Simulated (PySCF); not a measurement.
H2Sb, SMILES [SbH2] (connectivity only; charge and spin as stated), charge +1, multiplicity 1. Atoms are numbered in the order given.

```xyz
3

Sb     0.0000     0.0000     0.0456
H      0.0000    -1.2142    -1.1640
H      0.0000     1.2142    -1.1640
```
Charge +1, spin multiplicity 1.

Coordinates come from a B3LYP-D3(BJ)/def2-TZVPD optimisation. The spin state was assumed, not searched. The isomer is the one that the SMILES or the coordinates give; other isomers of the formula were not compared. The def2 effective core potentials stand for the cores of Sb; spin–orbit coupling is left out.

Method: r2SCAN/def2-TZVPD in PySCF.

Isolated molecule, no solvent.

Computed frontier levels, gap, dipole moment and polarisability:
The highest occupied level comes out as -14.25 eV, the lowest empty level is -11.84 eV and the orbital gap is 2.42 eV. The dipole moment about the centre of nuclear charge comes out as 0.081 e·Å and the mean static polarisability is 30.4 bohr³ (4.50 Å³). The polarisability, principal values is 24.3, 33.0, 33.8 bohr³.
